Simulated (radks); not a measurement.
Values are calculated unless marked as measured or tabulated.
Question: The table gives one normalised radial function P(r) = r R(r) of Cd in [Kr] 4d7 5s2 5p3 (r in bohr). Code: a radial shooting solver on a logarithmic mesh with Libxc functionals. Model: scalar-relativistic Kohn-Sham, PBEsol, spin-unpolarised, spherical densities, finite nucleus; Fermi nuclear charge, rms radius 4.6087 fm.

r,P
0.001049,0.0000
0.001628,0.0000
0.002508,0.0001
0.003894,0.0002
0.006046,0.0007
0.009313,0.0024
0.01446,0.0080
0.02245,0.0259
0.03458,0.0775
0.0537,0.2161
0.08338,0.5269
0.1284,1.0465
0.1994,1.6089
0.3096,1.7097
0.4769,1.1188
0.7405,0.3716
1.15,0.0477
1.771,0.0017
2.75,0.0000
4.27,0.0000
6.577,0.0000
10.21,0.0000

Which n and l does it have? It may be an empty orbital.

Answer: n = 3, l = 2: the number of nodes gives n - l - 1 = 0, the rise at small r (about r^(l+1), flatter next to the nucleus through relativity) gives l, and the extent must fit the shell. The curve is that of 3d. 3d: eigenvalue -415.18 eV, 0 radial nodes, <r> = 0.335 bohr, 90 % of the charge inside 0.529 bohr.
